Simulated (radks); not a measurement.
Results of a calculation; reference values are marked as such.
Question: Spherical quantum dot in the effective-mass picture: electrons in a parabolic well V = omega^2 r^2 / 2 with omega = 1.46, with a point charge +1 (a donor) at the centre, all in effective atomic units (hartree* = m*/eps^2 hartree, bohr* = eps/m* bohr), one dielectric constant everywhere. Level of theory: non-relativistic Kohn-Sham, LDA (Slater exchange, Perdew-Wang correlation), spin-polarised, spherical densities (a radial shooting solver with Libxc functionals). Levels are named by radial order and angular momentum (1s, 1p, 1d, 2s, ...), and open shells are averaged over m. At N = 20 the configuration is 1s2 1p6 1d10 2s2. Does electron 21 go into 1f up or 2p up?

Answer: Into 1f up. The total energies of the other choices lie higher by 0.167 hartree* (2p up).
